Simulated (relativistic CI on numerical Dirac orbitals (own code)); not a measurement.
# Energy levels of Au³⁴⁺

These numbers are calculated, not measured: Dirac-Coulomb-Breit CI, separate exchange-only KLI orbitals for each configuration, model QED, unscaled Slater integrals (own radial code, finite nucleus).

Configurations in the expansion (outside the closed core [Ar] 3d10): 4s2 4p6 4d9, 4s2 4p6 4d8 4f, 4s2 4p5 4d10, 4s 4p6 4d10, 4s2 4p5 4d9 4f, 4s 4p6 4d9 4f, 4s2 4p6 4d8 5s, 4s2 4p6 4d7 4f 5s, 4s2 4p6 4d8 5p, 4s2 4p6 4d8 5d, 4s2 4p5 4d9 5s, 4s2 4p6 4d7 5s2, 4s2 4p6 4d6 4f 5s2, 4s2 4p5 4d7 4f 5s2, 4s 4p6 4d7 4f 5s2. Double excitations out of closed p, d and f shells are left out; levels of such configurations are missing from the list, as are those of other unlisted configurations, and high levels can miss mixing partners.

The lowest level is 4s2 4p6 4d9 2D_5/2, with 100 % of that term; Hund's rules for 4s2 4p6 4d9 give 2D with J = 5/2, in agreement.

| No. | Configuration | Term | J | E (eV) | % | Lifetime (s) | jj configuration (%) |
| --- | --- | --- | --- | --- | --- | --- | --- |
| 1 | 4s2 4p6 4d9 | 2D | 5/2 | 0.000 | 100 |  | 4d5/2^5 (100) |
| 2 | 4s2 4p6 4d9 | 2D | 3/2 | 23.935 | 100 | 8.64e-06 | 4d3/2^3 4d5/2^6 (100) |
| 3 | 4s2 4p5 4d10 | 2P° | 3/2 | 208.521 | 70 | 2.07e-11 | 4p3/2^3 (70) |
| 4 | 4d8(3F) 4f | 4F° | 5/2 | 215.511 | 31 | 2.62e-09 | 4d5/2^4 4f5/2 (98) |
| 5 | 4d8(3F) 4f | 4F° | 7/2 | 216.791 | 50 | 6.46e-09 | 4d5/2^4 4f5/2 (85) |
| 6 | 4d8(3F) 4f | 4D° | 3/2 | 218.193 | 27 | 8.07e-11 | 4d5/2^4 4f5/2 (79) |
| 7 | 4d8(1D) 4f | 2F° | 5/2 | 220.242 | 37 | 3.67e-10 | 4d5/2^4 4f5/2 (83) |
| 8 | 4d8(3F) 4f | 4F° | 9/2 | 220.246 | 40 | 6.18e-05 | 4d5/2^4 4f5/2 (74) |
| 9 | 4d8(3F) 4f | 2I° | 13/2 | 220.349 | 39 |  | 4d5/2^4 4f5/2 (98) |
| 10 | 4d8(3F) 4f | 4H° | 11/2 | 222.224 | 43 | 1.31e-02 | 4d5/2^4 4f5/2 (88) |
| 11 | 4d8(3F) 4f | 4D° | 7/2 | 223.719 | 33 | 2.10e-09 | 4d5/2^4 4f5/2 (70) |
| 12 | 4d8(1G) 4f | 2P° | 1/2 | 223.979 | 48 | 7.28e-10 | 4d5/2^4 4f7/2 (98) |
| 13 | 4d8(3F) 4f | 4I° | 15/2 | 223.992 | 86 | 2.87e-03 | 4d5/2^4 4f7/2 (99) |
| 14 | 4d8(1D) 4f | 2D° | 3/2 | 224.661 | 47 | 1.56e-10 | 4d5/2^4 4f5/2 (83) |
| 15 | 4d8(3F) 4f | 2G° | 9/2 | 225.090 | 47 | 1.65e-05 | 4d5/2^4 4f7/2 (72) |
| 16 | 4d8(3F) 4f | 4H° | 13/2 | 226.171 | 70 | 1.50e-03 | 4d5/2^4 4f7/2 (97) |
| 17 | 4d8(1D) 4f | 2H° | 9/2 | 227.335 | 29 | 5.72e-04 | 4d5/2^4 4f5/2 (88) |
| 18 | 4d8(1D) 4f | 2P° | 1/2 | 228.292 | 51 | 1.82e-09 | 4d5/2^4 4f5/2 (98) |
| 19 | 4d8(3F) 4f | 2F° | 7/2 | 228.578 | 39 | 8.88e-10 | 4d5/2^4 4f7/2 (70) |
| 20 | 4d8(3F) 4f | 2H° | 11/2 | 229.089 | 43 | 2.81e-04 | 4d5/2^4 4f7/2 (88) |
| 21 | 4s2 4p6 4d8 4f | 2F° | 5/2 | 232.084 | 28 | 1.35e-09 | 4d5/2^4 4f7/2 (60) |
| 22 | 4d8(1D) 4f | 2G° | 9/2 | 232.852 | 41 | 1.84e-04 | 4d5/2^4 4f7/2 (90) |
| 23 | 4s2 4p6 4d8 4f | 2P° | 3/2 | 233.358 | 24 | 1.38e-11 | 4d5/2^4 4f7/2 (47) |
| 24 | 4d8(3F) 4f | 4G° | 11/2 | 235.152 | 46 | 1.97e-04 | 4d5/2^4 4f7/2 (96) |
| 25 | 4d8(3F) 4f | 4G° | 7/2 | 235.809 | 43 | 1.18e-11 | 4d3/2^3 4d5/2^5 4f5/2 (44) |
| 26 | 4d8(1D) 4f | 2P° | 3/2 | 236.448 | 31 | 4.04e-10 | 4d5/2^4 4f7/2 (82) |
| 27 | 4s2 4p6 4d8 4f | 2F° | 5/2 | 236.993 | 25 | 1.80e-11 | 4d5/2^4 4f5/2 (41) |
| 28 | 4d8(3P) 4f | 4G° | 5/2 | 237.434 | 27 | 2.52e-11 | 4d5/2^4 4f7/2 (42) |
| 29 | 4d8(3P) 4f | 4F° | 3/2 | 237.546 | 72 | 6.16e-09 | 4d3/2^3 4d5/2^5 4f5/2 (83) |
| 30 | 4d8(3F) 4f | 4D° | 1/2 | 240.261 | 48 | 6.66e-09 | 4d3/2^3 4d5/2^5 4f5/2 (93) |
| 31 | 4d8(3P) 4f | 4F° | 5/2 | 240.898 | 38 | 1.17e-10 | 4d3/2^3 4d5/2^5 4f5/2 (81) |
| 32 | 4d8(1S) 4f | 2F° | 7/2 | 242.405 | 38 | 4.47e-10 | 4d5/2^4 4f7/2 (91) |
| 33 | 4d8(3F) 4f | 4D° | 3/2 | 242.784 | 44 | 1.63e-10 | 4d3/2^3 4d5/2^5 4f5/2 (87) |
| 34 | 4d8(3F) 4f | 4I° | 11/2 | 243.172 | 60 | 7.51e-06 | 4d3/2^3 4d5/2^5 4f5/2 (95) |
| 35 | 4d8(3F) 4f | 2G° | 9/2 | 243.527 | 40 | 7.64e-06 | 4d3/2^3 4d5/2^5 4f5/2 (87) |
| 36 | 4d8(3F) 4f | 4H° | 7/2 | 244.357 | 27 | 2.25e-10 | 4d3/2^3 4d5/2^5 4f5/2 (86) |
| 37 | 4d8(1G) 4f | 2K° | 13/2 | 245.623 | 78 | 2.30e-05 | 4d3/2^3 4d5/2^5 4f5/2 (92) |
| 38 | 4d8(3F) 4f | 4P° | 1/2 | 246.252 | 50 | 1.59e-07 | 4d3/2^3 4d5/2^5 4f7/2 (73) |
| 39 | 4d8(3P) 4f | 4F° | 9/2 | 246.655 | 39 | 1.18e-05 | 4d3/2^3 4d5/2^5 4f7/2 (77) |
| 40 | 4d8(1G) 4f | 2D° | 5/2 | 247.133 | 50 | 7.50e-10 | 4d3/2^3 4d5/2^5 4f5/2 (82) |
| 41 | 4d8(3P) 4f | 4G° | 9/2 | 247.798 | 33 | 1.22e-05 | 4d3/2^3 4d5/2^5 4f5/2 (83) |
| 42 | 4d8(3F) 4f | 2G° | 7/2 | 248.361 | 35 | 4.42e-10 | 4d3/2^3 4d5/2^5 4f7/2 (75) |
| 43 | 4d8(3F) 4f | 4I° | 13/2 | 248.382 | 45 | 6.60e-06 | 4d3/2^3 4d5/2^5 4f7/2 (93) |
| 44 | 4d8(3F) 4f | 2S° | 1/2 | 249.114 | 39 | 7.50e-11 | 4d3/2^3 4d5/2^5 4f5/2 (61) |
| 45 | 4d8(1G) 4f | 2D° | 3/2 | 249.172 | 36 | 1.41e-10 | 4d3/2^3 4d5/2^5 4f7/2 (93) |

Energies count from the lowest computed level; ° marks odd parity; lifetimes are radiative, by E1, M1, E2, M2, E3 decay to levels of this space only; some are left blank where a channel outside the calculation adds to the decay or the decay crosses a small, uncertain gap. Percentages are summed over parent terms; the parents shown are those of the largest component, closed shells are left out there. Filled j subshells are mostly left out of the jj labels.

The mean weight of the leading LS term, summed over parents, in these 45 levels is 46 %, and that of the leading jj configuration (from the same eigenvectors) 82 %, so jj coupling describes them better and the LS labels are nominal.

At this charge energies of transitions that change n are usually good to better than 1 %, and those within a shell (Δn = 0) to a few per cent.

LS names give the leading component of a level, which can be under half, so a name can repeat, a term be missing and a line seem to break the LS rules.
